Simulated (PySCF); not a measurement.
All values below come from PBE-D3(BJ)/def2-TZVP // PBE0-D4/def2-TZVP (PySCF 2.14.0). Isolated molecules, 0 K electronic values unless said otherwise. One relaxed conformer stands for a flexible species; it need not be the lowest. 

Reference species (SMILES): `[H]/[C]=C\C` (neutral, multiplicity 2).

| Property | Result |
|---|---|
| highest occupied spin orbital | -5.27 eV |

Changed species: `C(=C)[CH2]` (H–C–C–C torsion 0°) (H atom removed from C3; the reference has H atom removed from C1).

**Question.** Give the shifts of the highest occupied spin orbital.

**Answer.** the highest occupied spin orbital increases by 0.58 eV, to -4.69 eV.
